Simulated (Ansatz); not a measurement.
Cost and result for the atomization energy of C4H11CuO2 (`CC(C)(C)[O][Cu-][OH2+]`) (18 atoms, 17 bonds).

```xyz
18

C    -1.575    0.044   -0.293
C    -0.113    0.258   -0.685
C    -0.003    0.354   -2.207
C     0.398    1.555   -0.056
O     0.671   -0.826   -0.292
Cu    0.835   -1.314    1.415
O     1.103   -1.954    3.227
H    -1.935   -0.898   -0.714
H    -1.662   -0.015    0.798
H    -2.222    0.854   -0.643
H     1.042    0.495   -2.492
H    -0.592    1.185   -2.606
H    -0.355   -0.576   -2.660
H     1.452    1.697   -0.307
H    -0.164    2.431   -0.396
H     0.312    1.498    1.035
H     0.786   -2.853    3.366
H     2.023   -1.933    3.509
```

The species carries charge 0 and has multiplicity 1. For Cu the d shell is correlated and the shells below it are frozen. Scalar relativity is left out up to krypton. Geometry: relaxed with PBE0-D4/def2-TZVP. It is one conformer, not always the lowest. Program: Ansatz. All runs use 2 threads of an AMD EPYC 7R13 on a shared host and a share of an NVIDIA H100 80 GB. Times are those of one run each, without the atoms' runs, and a repeat can differ threefold. Electronic energies, without spin–orbit coupling; frozen cores. CCSD(T)/CBS adds CCSD(T) − MP2 in def2-TZVPP to the MP2 limit, and its time is that of the two runs behind it. T1 = 0.021. With those shells the extrapolation isn't a true limit.

CCSD(T)/CBS is a level of theory with its own doubt, some kJ/mol a heavy atom from the limit and from the frozen cores, so smaller differences don't rank the functionals.

| level | functions | wall time |
| --- | --- | --- |
| BHLYP-D4/def2-TZVPP | 404 | 12 s |
| BLYP-D4/def2-TZVPP | 404 | 12 s |
| LDA (SPW92)/def2-TZVPP | 404 | 14 s |
| CCSD(T)/def2-SVP | 170 | 14 s |
| r2SCAN-D4/def2-TZVPP (with forces) | 404 | 17 s |
| CAM-B3LYP-D4/def2-TZVPP | 404 | 17 s |
| revPBE-D4/def2-TZVPP | 404 | 17 s |
| PBE-QIDH/def2-TZVPP | 404 | 22 s |
| ωB97M-V/def2-TZVPP (with forces) | 404 | 32 s |
| PBE-D4/def2-TZVPP (with forces) | 404 | 39 s |
| CCSD(T)/def2-TZVPP | 404 | 100 s |
| MP2/def2-QZVPP | 772 | 110 s |
| CCSD(T)/CBS(def2) | – | 3.6 min |

Task: What atomization energy does each give, and how far from CCSD(T)/CBS? (Estimate.)

Result: Ansatz gave: 
```tsv
level	atomization (kJ/mol)	difference from CCSD(T)/CBS	per bond
BHLYP-D4/def2-TZVPP	6520.5	-253.0	-14.9
BLYP-D4/def2-TZVPP	6736.7	-36.8	-2.2
LDA (SPW92)/def2-TZVPP	7770.9	997.4	58.7
CCSD(T)/def2-SVP	6473.7	-299.8	-17.6
r2SCAN-D4/def2-TZVPP (with forces)	6783.0	9.5	0.6
CAM-B3LYP-D4/def2-TZVPP	6780.0	6.5	0.4
revPBE-D4/def2-TZVPP	6715.0	-58.5	-3.4
PBE-QIDH/def2-TZVPP	6706.0	-67.5	-4.0
ωB97M-V/def2-TZVPP (with forces)	6769.9	-3.6	-0.2
PBE-D4/def2-TZVPP (with forces)	6886.4	112.9	6.6
CCSD(T)/def2-TZVPP	6606.8	-166.7	-9.8
MP2/def2-QZVPP	6816.7	43.2	2.5
CCSD(T)/CBS(def2)	6773.5	0.0	0.0
```

At CCSD(T), def2-SVP lies −299.8 kJ/mol from the extrapolated value and def2-TZVPP −166.7 kJ/mol: correlation converges slowly with the basis, and small sets miss more of it in the bonded molecule than in its fragments. From PBE to PBE0 (25 % exact exchange), in def2-TZVPP and without D4, the atomization energy moves by −132.1 kJ/mol: exact exchange takes away binding that semilocal exchange gives to molecules. In def2-TZVPP, CCSD(T) changes the Hartree–Fock value by +1759.7 kJ/mol (the triples alone add +104.3 kJ/mol) and MP2 by +1871.6 kJ/mol; breaking electron pairs costs correlation energy, which Hartree–Fock lacks.
